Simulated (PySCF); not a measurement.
cyclopropanecarbaldehyde (C4H6O), SMILES O=CC1CC1.

Coordinates come from a PBE-D3(BJ)/def2-SVP optimisation. One conformer was computed; it need not be the lowest.

The numbers are results of PBE-D3(BJ)/def2-SVP (PySCF), not measurements.

Harmonic, unscaled wavenumbers; measured fundamentals usually lie a few per cent lower.

Computed harmonic wavenumbers and intensities:
```json
[
 {"mode": "1", "ν (cm⁻¹)": "113", "IR (km/mol)": "7.9", "moving atoms (share of kinetic energy)": "H 38 %, C 34 %, O 28 %"},
 {"mode": "2", "ν (cm⁻¹)": "245", "IR (km/mol)": "6.3", "moving atoms (share of kinetic energy)": "O 45 %, C 39 %, H 17 %"},
 {"mode": "3", "ν (cm⁻¹)": "294", "IR (km/mol)": "1.8", "moving atoms (share of kinetic energy)": "C 56 %, H 43 %"},
 {"mode": "4", "ν (cm⁻¹)": "666", "IR (km/mol)": "7.6", "moving atoms (share of kinetic energy)": "C 47 %, H 32 %, O 21 %"},
 {"mode": "5", "ν (cm⁻¹)": "769", "IR (km/mol)": "0.8", "moving atoms (share of kinetic energy)": "H 87 %, C 12 %"},
 {"mode": "6", "ν (cm⁻¹)": "801", "IR (km/mol)": "3.9", "moving atoms (share of kinetic energy)": "C 61 %, H 38 %"},
 {"mode": "7", "ν (cm⁻¹)": "804", "IR (km/mol)": "3.7", "moving atoms (share of kinetic energy)": "H 91 %, C 9 %"},
 {"mode": "8", "ν (cm⁻¹)": "817", "IR (km/mol)": "1.5", "moving atoms (share of kinetic energy)": "C 88 %, H 11 %"},
 {"mode": "9", "ν (cm⁻¹)": "983", "IR (km/mol)": "109.6", "moving atoms (share of kinetic energy)": "C 76 %, H 23 %"},
 {"mode": "10", "ν (cm⁻¹)": "1005", "IR (km/mol)": "0.8", "moving atoms (share of kinetic energy)": "H 55 %, C 43 %"},
 {"mode": "11", "ν (cm⁻¹)": "1013", "IR (km/mol)": "15.2", "moving atoms (share of kinetic energy)": "H 83 %, C 16 %"},
 {"mode": "12", "ν (cm⁻¹)": "1042", "IR (km/mol)": "2.4", "moving atoms (share of kinetic energy)": "H 67 %, C 32 %"},
 {"mode": "13", "ν (cm⁻¹)": "1057", "IR (km/mol)": "2.4", "moving atoms (share of kinetic energy)": "H 68 %, C 28 %"},
 {"mode": "14", "ν (cm⁻¹)": "1070", "IR (km/mol)": "3.1", "moving atoms (share of kinetic energy)": "H 90 %, C 10 %"},
 {"mode": "15", "ν (cm⁻¹)": "1152", "IR (km/mol)": "0.2", "moving atoms (share of kinetic energy)": "H 72 %, C 28 %"},
 {"mode": "16", "ν (cm⁻¹)": "1188", "IR (km/mol)": "3.5", "moving atoms (share of kinetic energy)": "H 56 %, C 44 %"},
 {"mode": "17", "ν (cm⁻¹)": "1332", "IR (km/mol)": "25.3", "moving atoms (share of kinetic energy)": "H 69 %, C 30 %"},
 {"mode": "18", "ν (cm⁻¹)": "1367", "IR (km/mol)": "5.7", "moving atoms (share of kinetic energy)": "H 92 %, C 8 %"},
 {"mode": "19", "ν (cm⁻¹)": "1374", "IR (km/mol)": "21.7", "moving atoms (share of kinetic energy)": "H 70 %, C 23 %"},
 {"mode": "20", "ν (cm⁻¹)": "1425", "IR (km/mol)": "18.8", "moving atoms (share of kinetic energy)": "H 54 %, C 46 %"},
 {"mode": "21", "ν (cm⁻¹)": "1768", "IR (km/mol)": "139.3", "moving atoms (share of kinetic energy)": "C 61 %, O 36 %"},
 {"mode": "22", "ν (cm⁻¹)": "2797", "IR (km/mol)": "165.0", "moving atoms (share of kinetic energy)": "H 92 %"},
 {"mode": "23", "ν (cm⁻¹)": "3065", "IR (km/mol)": "8.4", "moving atoms (share of kinetic energy)": "H 96 %"},
 {"mode": "24", "ν (cm⁻¹)": "3066", "IR (km/mol)": "5.0", "moving atoms (share of kinetic energy)": "H 95 %"},
 {"mode": "25", "ν (cm⁻¹)": "3109", "IR (km/mol)": "7.3", "moving atoms (share of kinetic energy)": "H 92 %, C 8 %"},
 {"mode": "26", "ν (cm⁻¹)": "3164", "IR (km/mol)": "0.4", "moving atoms (share of kinetic energy)": "H 89 %, C 11 %"},
 {"mode": "27", "ν (cm⁻¹)": "3174", "IR (km/mol)": "1.1", "moving atoms (share of kinetic energy)": "H 89 %, C 11 %"}
]
```
